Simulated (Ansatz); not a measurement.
Question: Name a neutral molecule of Br, C, O, Si and H with LUMO energy (PBE0/def2-TZVPP) between 0.65 and 0.95 eV and size of the dipole moment (PBE/def2-TZVPP) between 0.75 and 1.05 D (Ansatz, PBE0-D4/def2-TZVP geometry).

Answer: `CO[SiH](Br)OC` (0.77 eV, 0.97 D). Other molecules can fit too; these were computed, each in one conformer that needn't be the lowest.
